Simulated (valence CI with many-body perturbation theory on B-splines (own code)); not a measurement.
## Pb77+: what each term of the Hamiltonian does

Calculated by relativistic CI+MBPT: three valence electrons over a frozen Dirac-Fock core [He], radial functions for each j: 11 s, 11 p, 9 d, 7 f, 5 g, 2 h, 1 i, with the one-electron correlation potential Σ1, the two-electron term Σ2, the three-electron term Σ3, Breit, model QED; selected CI, second order for the rest (own B-spline code, finite nucleus).

The last digits are not significant, and no measured levels were compared; by estimate large intervals hold to a few tenths of a per cent, small ones and those within an open d or f shell to about a per cent.

Each rung adds one term. CI alone is the Dirac-Coulomb CI over the frozen core; QED comes last and gives the full result, which names the levels. Energies are above (2s^2 2p1/2) J=1/2 on the same rung, in × 10³ cm⁻¹.

Levels are named by their leading jj configuration (3d3/2^4 stands for four electrons in 3d with j = 3/2), which in mixed levels can hold well under half, so a name can repeat and another be missing. Letters in brackets count levels of one name in rising energy.

| Level | CI alone | + Σ1 | + Σ2 | + Σ3 | + Breit | Full |
| --- | --- | --- | --- | --- | --- | --- |
| (2s 2p1/2^2) J=1/2 | 2617.0 | 2613.6 | 2611.9 | 2611.6 | 2846.6 | 2632.0 |
| (2s^2 2p3/2) J=3/2 | 19210 | 19213 | 19213 | 19213 | 18966 | 18981 |
| (2s 2p1/2 2p3/2) J=3/2 [a] | 21079 | 21078 | 21077 | 21077 | 21044 | 20848 |
| (2s 2p1/2 2p3/2) J=5/2 | 21546 | 21545 | 21544 | 21544 | 21387 | 21191 |
| (2s 2p1/2 2p3/2) J=1/2 | 22110 | 22109 | 22106 | 22106 | 22079 | 21882 |
| (2s 2p1/2 2p3/2) J=3/2 [b] | 22187 | 22186 | 22183 | 22183 | 22090 | 21894 |
| (2p1/2^2 2p3/2) J=3/2 | 24857 | 24853 | 24848 | 24848 | 25010 | 24603 |
| (2s 2p3/2^2) J=5/2 | 40497 | 40499 | 40498 | 40498 | 40149 | 39972 |
| (2s 2p3/2^2) J=1/2 | 41394 | 41396 | 41395 | 41394 | 41168 | 40990 |
| (2s 2p3/2^2) J=3/2 | 41478 | 41480 | 41477 | 41476 | 41172 | 40994 |
| (2p1/2 2p3/2^2) J=3/2 | 43605 | 43603 | 43599 | 43598 | 43509 | 43116 |
| (2p1/2 2p3/2^2) J=5/2 | 43899 | 43898 | 43894 | 43893 | 43689 | 43296 |
| (2p1/2 2p3/2^2) J=1/2 | 44296 | 44294 | 44290 | 44290 | 44236 | 43844 |
| (2p3/2^3) J=3/2 | 63206 | 63206 | 63204 | 63203 | 62869 | 62494 |
| (2s^2 3s) J=1/2 | 109721 | 109726 | 109725 | 109725 | 109395 | 109441 |
| (2s^2 3p1/2) J=1/2 | 110584 | 110588 | 110588 | 110587 | 110316 | 110298 |
| (2s 2p1/2 3s) J=1/2 [a] | 111503 | 111504 | 111503 | 111503 | 111370 | 111207 |
| (2s 2p1/2 3s) J=3/2 | 111816 | 111817 | 111815 | 111815 | 111621 | 111457 |
| (2s 2p1/2 3s) J=1/2 [b] | 112085 | 112086 | 112085 | 112084 | 111921 | 111757 |

Problem. How does the ionisation energy move along the ladder, and which term matters most?

Solution. CI alone 23984, + Σ1 23984, + Σ2 23984, + Σ3 23984, + Breit 23936, + QED 23934 eV. The largest step is Breit, -48 eV. NIST lists 23940 ± 120 eV (theoretical).
